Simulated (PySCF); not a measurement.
ClH3MoO4, multiplicity 1. Atoms are numbered in the order given.

```xyz
9

Mo     0.3150     0.1262    -0.0272
O      0.6874     1.7489    -0.0024
Cl    -2.0520    -0.4905     0.0929
O      1.8932    -0.8750    -0.1066
H      2.6518    -0.6928     0.4689
O      0.0846    -0.1302     1.8204
H     -0.6771    -0.6031     2.1890
O     -0.0928    -0.1311    -1.8301
H     -0.9004    -0.5650    -2.1463
```

Geometry: B3LYP-D3(BJ)/def2-SVP. The multiplicity is an assumed one; no other spin state was optimised. The structure was generated by enumeration; whether it is a known compound was not checked. The def2 effective core potentials stand for the cores of Mo; spin–orbit coupling is left out. Other conformers were not sampled.

Calculation: PBE/def2-TZVP run with PySCF.

Gas-phase values at a fixed geometry.

```
Quantity                                                                                                        Value
---------------------------------------------------------------------------------------------  ----------------------
total energy                                                                                       -831.01135 hartree
highest occupied level                                                                                       -7.12 eV
lowest empty level                                                                                           -4.29 eV
orbital gap                                                                                                   2.82 eV
dipole moment                                                                                               0.472 e·Å
quadrupole, principal values (traceless, Buckingham form, about the centre of nuclear charge)  -6.02, -1.94, 7.96 D·Å
mean static polarisability                                                                      71.5 bohr³ (10.60 Å³)
polarisability, principal values                                                               58.4, 72.9, 83.3 bohr³
```
